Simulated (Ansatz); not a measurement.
B(H2O)Cl3 (BCl₃OH₂). The state is a singlet with charge 0. Geometry r2SCAN-D4/def2-SVP, basis def2-TZVP, Ansatz.

| atom | x (Å) | y (Å) | z (Å) |
| --- | --- | --- | --- |
| B1 | -0.308 | -0.430 | -0.361 |
| O2 | 0.175 | 0.616 | 0.861 |
| H3 | 0.236 | 1.496 | 0.443 |
| H4 | 1.082 | 0.343 | 1.098 |
| Cl5 | -1.793 | -1.234 | 0.243 |
| Cl6 | 1.159 | -1.513 | -0.524 |
| Cl7 | -0.551 | 0.722 | -1.760 |

```json
{"run": "A", "HOMO (eV)": "-8.08", "LUMO (eV)": "-0.86"}
{"run": "B", "HOMO (eV)": "-8.60", "LUMO (eV)": "-0.05"}
{"run": "C", "HOMO (eV)": "-10.80", "LUMO (eV)": "1.50"}
{"run": "D", "HOMO (eV)": "-6.95", "LUMO (eV)": "-1.37"}
{"run": "E", "HOMO (eV)": "-8.37", "LUMO (eV)": "-0.47"}
{"run": "F", "HOMO (eV)": "-9.73", "LUMO (eV)": "0.33"}
```

B3LYP takes the VWN-RPA correlation.

Task: The runs used B3LYP, CAM-B3LYP, PBE, PBE0, r2SCAN0, ωB97X-V. Estimate which is which.

Result: A B3LYP (20 % exact exchange); B r2SCAN0 (25 % exact exchange); C ωB97X-V (range-separated); D PBE (0 % exact exchange); E PBE0 (25 % exact exchange); F CAM-B3LYP (range-separated). Exact exchange lowers occupied and raises empty levels; among semilocal functionals meta-GGAs tend to open the gap a little, and such runs are hard to tell apart. The gap grows from 5.58 eV (PBE) to 12.30 eV (ωB97X-V).
